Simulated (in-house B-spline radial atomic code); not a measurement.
The numbers below are computed, except where a source is named.
Stopping and range of 10 keV Be in InSb

The pair potential comes from two frozen, spherical free-atom densities (PBE, B-spline radial code, scalar-relativistic past argon): electrostatics plus the change in Thomas-Fermi kinetic and Dirac exchange energy where they overlap, the recipe behind the universal ZBL potential, which averages such potentials (from solid-state densities) over many pairs. It is written V = (Z1 Z2 e²/r) φ(r/a), with e² = 14.3996 eV·Å and a = 0.46850 Å/(Z1^0.23 + Z2^0.23); ZBL's fit is φ = 0.18175 e^(−3.1998x) + 0.50986 e^(−0.94229x) + 0.28022 e^(−0.4029x) + 0.02817 e^(−0.20162x). Where φ falls below 4e-4 it is continued as an exponential.

The target is taken as amorphous, with density 5.77 g/cm³ (NSM archive of the Ioffe Institute); channelling is ignored. Masses: Be 9.01, In 114.82, Sb 121.76 u. Nuclear stopping is S_n = 4π a Z1 Z2 e² M1/(M1 + M2) × s_n(ε), with s_n integrated over impact parameters for each pair. Electronic stopping is Lindhard and Scharff's S_e = Z1^(1/6) 8π e² a0 Z1 Z2/(Z1^(2/3) + Z2^(2/3))^(3/2) × v/v0, with a0 = 0.529177 Å and v = v0 at 24.801 keV/u; it misses the oscillations with Z1 seen in experiment, which reach tens of per cent. Compounds add by atom fraction.

```tsv
target atom	a (Å)	ε at this energy	s_n, this pair	s_n, ZBL potential
In	0.12254	0.4026	0.346	0.3487
Sb	0.12182	0.3861	0.3466	0.3493
```

**Question.** What are the atom density and the stopping powers at entry?

**Answer.** N = 5.77 × 0.602214/118.29 = 0.02938 atoms/Å³. For In: S_n = 316.2 × 0.346 = 109.4 eV·Å², S_e = 1.5764 × √10000 = 157.6 eV·Å². For Sb: S_n = 309.8 × 0.3466 = 107.4 eV·Å², S_e = 1.5863 × √10000 = 158.6 eV·Å². Averaged over the target's atoms (half each) and times N × 10 Å/nm, the ion loses N S_n = 31.8 eV/nm to recoils and N S_e = 46.5 eV/nm to electrons; the nuclear share is 41 %.

Along the track:

```json
{"E (keV)": "0.5", "N S_n (eV/nm)": "19.9", "N S_e (eV/nm)": "10.4"}
{"E (keV)": "1.5", "N S_n (eV/nm)": "27.1", "N S_e (eV/nm)": "18"}
{"E (keV)": "3", "N S_n (eV/nm)": "30.5", "N S_e (eV/nm)": "25.4"}
{"E (keV)": "5", "N S_n (eV/nm)": "31.8", "N S_e (eV/nm)": "32.8"}
{"E (keV)": "7.5", "N S_n (eV/nm)": "32.1", "N S_e (eV/nm)": "40.2"}
{"E (keV)": "10", "N S_n (eV/nm)": "31.8", "N S_e (eV/nm)": "46.5"}
```

**Question.** Estimate the path length and the projected range.

**Answer.** With continuous slowing down the path is the integral of dE/(N (S_n + S_e)). Trapezoids over the table give 161 nm, and the stretch below the first row, with stopping taken as √E, adds 2E/(N S) = 33 nm: 194 nm in all, against 186 nm on a fine grid from 5 eV. Deflections shorten the depth: to first order in the energy passed on, N (S_n + S_e) dR_p/dE = 1 − N S_n (M2/M1) R_p/(2E), summed over the target's atoms, and integrating this on the fine grid gives R_p = 35.4 nm, 0.19 of the path. Lindhard's rule of thumb R/(1 + M2/3M1), with mean M2/M1 = 13.13, gives 34.6 nm; it is meant for M2/M1 below about 2. On the ZBL potential the same equation gives 35.3 nm, and the full integral equation, which keeps hard collisions, 36.4 nm.
